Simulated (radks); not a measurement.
Effect of the nuclear size on the silver ion Ag37+, [Ne]. Calculated with a radial shooting solver on a logarithmic mesh with Libxc functionals: Dirac Kohn-Sham, PBE, spin-unpolarised, spherical densities, finite nucleus; Fermi nuclear charge, rms radius 4.5454 fm. The rms radius is varied about that value; shifts are against it.

| rms radius (fm) | total energy shift (eV) | density at nucleus (e/bohr^3) | 1s1/2 shift (meV) | 2s1/2 shift (meV) | 2p1/2 shift (meV) | 2p3/2 shift (meV) | 3s1/2 (empty) shift (meV) | 3p1/2 (empty) shift (meV) |
|---|---|---|---|---|---|---|---|---|
| 3.85 | -0.786 | 1.464e+05 | -338 | -39.8 | 1.22 | 1.89 | -10.5 | 0.229 |
| 4.2909 | -0.301 | 1.442e+05 | -129 | -15.2 | 0.468 | 0.725 | -4.03 | 0.088 |
| 4.5454 | 0 | 1.431e+05 | 0.000 | 0.000 | 0.000 | 0.000 | 0.000 | 0.000 |
| 4.8772 | 0.415 | 1.418e+05 | 178 | 21.0 | -0.645 | -0.999 | 5.56 | -0.121 |
| 5.6408 | 1.46 | 1.39e+05 | 630 | 74.0 | -2.28 | -3.53 | 19.6 | -0.426 |

Slopes of the eigenvalues against <r^2> in GHz/fm^2, as finite differences over the two radii next to the reference (eigenvalue slopes, not the field-shift constants of lines): 1s1/2 13800, 2s1/2 1630, 2p1/2 -50.1, 2p3/2 -77.5, 3s1/2 (empty) 431, 3p1/2 (empty) -9.38.
